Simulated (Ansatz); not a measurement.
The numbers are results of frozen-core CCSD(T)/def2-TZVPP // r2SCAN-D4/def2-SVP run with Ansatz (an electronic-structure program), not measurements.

Ansatz 0.2 input:
```yaml
crystal:
  periodic: [false, false, false]
  atoms:
    - { symbol: Ti, position_ang: [0.003683, 0.078322, 0.057644] }
    - { symbol: F, position_ang: [0.034715, -1.186385, -1.157248] }
    - { symbol: F, position_ang: [0.290303, -0.682635, 1.603858] }
    - { symbol: F, position_ang: [-1.505033, 0.946788, -0.050351] }
    - { symbol: N, position_ang: [1.368812, 1.292128, -0.254416] }
    - { symbol: H, position_ang: [2.346841, 1.141528, -0.008254] }
    - { symbol: H, position_ang: [1.255869, 2.180491, -0.741927] }
basis:
  gaussian: { orbitals: def2-TZVPP }
correlation:
  method: ccsd_t
```

Output:

```
Functional definition: HF
1426 factors; integrals over basis functions are off by at most 1.0e-3 eV
mean field evaluation 1: about -32719.2842 eV, gradient 7.3e1 eV
mean field evaluation 2: about -32719.3936 eV, gradient 7.3e1 eV
mean field evaluation 4: about -32728.1338 eV, gradient 6.1e0 eV
mean field evaluation 8: about -32728.2502 eV, gradient 4.8e-1 eV
mean field evaluation 16: about -32728.2510 eV, gradient 1.8e-6 eV
mean field -32728.25102258 eV, -1202.7410410745 hartree, gradient 1.8e-6 eV, S^2 0.000000; 0 other end points of the search recorded, 0 dependent functions left out
9 core orbitals not correlated
reference -32728.25102258 eV, -1202.7410410745 hartree; 20, 20 occupied and 187, 187 virtual orbitals, 1426 factors
second order -38.08651190 eV of doubles, -0.00000000 eV of singles
cycle   1  -36.50985304 eV  change     1.6e0 eV  update   2.4e-1
cycle   2  -37.76357682 eV  change    -1.3e0 eV  update   1.5e-1
cycle   3  -38.04472202 eV  change   -2.8e-1 eV  update   5.0e-2
cycle   4  -38.04785288 eV  change   -3.1e-3 eV  update   1.8e-2
cycle   5  -38.02193361 eV  change    2.6e-2 eV  update   5.9e-3
cycle   6  -38.02089985 eV  change    1.0e-3 eV  update   2.8e-3
cycle   7  -38.02269038 eV  change   -1.8e-3 eV  update   1.6e-3
cycle   8  -38.02235965 eV  change    3.3e-4 eV  update   7.0e-4
cycle   9  -38.02243338 eV  change   -7.4e-5 eV  update   3.5e-4
cycle  10  -38.02299087 eV  change   -5.6e-4 eV  update   1.3e-4
cycle  11  -38.02273472 eV  change    2.6e-4 eV  update   8.3e-5
cycle  12  -38.02261799 eV  change    1.2e-4 eV  update   3.7e-5
cycle  13  -38.02269152 eV  change   -7.4e-5 eV  update   1.5e-5
cycle  14  -38.02266120 eV  change    3.0e-5 eV  update   7.2e-6
perturbative correction -1.66507131 eV, -0.0611902421 hartree
Total energy: -32767.93875509 eV, -1204.1995383431 hartree
```

Cost: around 7 core-minutes (rough).
